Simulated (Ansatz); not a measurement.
Reaction (formal exchange of groups at a Ga–Se bond): `C[O][GaH][SeH]` + CH₄ → `C[O][GaH][CH3]` + H₂Se

Gas-phase electronic energies from Ansatz, PBE0-D4/def2-TZVP geometries. CCSD(T)/CBS adds triple-zeta CCSD(T) − MP2 to the extrapolated MP2 energy (def2 sets, frozen cores). This one scheme is used for every species. Functionals use def2-TZVPP. For Ga, Se outer-core shells are correlated without core-valence functions, which leaves a few kJ/mol of doubt a bond. Scalar relativity is left out up to krypton. One conformer a species, not always the lowest.

`C[O][GaH][SeH]`:

Cartesian coordinates in Å:
```
C -0.355 -0.861 1.287
O -0.526 -0.219 0.049
Ga 0.768 0.705 -0.751
Se 0.121 1.622 -2.772
H -1.067 -0.460 2.016
H -0.546 -1.934 1.180
H 0.655 -0.740 1.703
H 2.174 0.840 -0.094
H -1.223 1.047 -2.617
```

CH₄:

Cartesian coordinates in Å:
```
C 0.000 0.000 0.000
H -0.162 -1.016 0.360
H 0.991 0.074 -0.447
H -0.075 0.697 0.834
H -0.754 0.245 -0.747
```

`C[O][GaH][CH3]`:

```xyz
11

C     0.198   -0.649   -1.712
O    -0.637    0.406   -1.327
Ga   -0.795    1.002    0.353
C     0.275    0.111    1.734
H     0.927   -0.303   -2.455
H    -0.393   -1.449   -2.175
H     0.759   -1.091   -0.877
H    -1.803    2.187    0.459
H     0.013   -0.948    1.795
H     0.117    0.563    2.714
H     1.339    0.171    1.491
```

H₂Se:

Z-matrix (Å, degrees):
```
Se
H 1 1.467
H 1 1.467 2 91.2
```

| level | ΔE (kJ/mol) |
| --- | --- |
| LDA (SPW92) | 114.7 |
| r2SCAN0 | 126.0 |

Problem. What does CCSD(T)/CBS give? (Best estimate.)

Solution. Computed: +119.9 kJ/mol. The listed levels differ from it by -5.2, 6.1 kJ/mol.

Largest T1 diagnostic among the species: 0.014.

From BLYP to BHLYP (50 % exact exchange), in def2-TZVPP and without D4, ΔE moves by +4.9 kJ/mol. Leaving LDA and LC-ωPBE aside and taking each functional with its dispersion term where it has one, the values, not all of them listed here, spread over 9.6 kJ/mol, from ωB97M-V to BHLYP-D4. LDA lies −5.6 kJ/mol from PBE without D4. In def2-TZVPP, CCSD(T) changes the Hartree–Fock value by −11.7 kJ/mol (the triples alone add +0.1 kJ/mol) and MP2 by −7.9 kJ/mol.
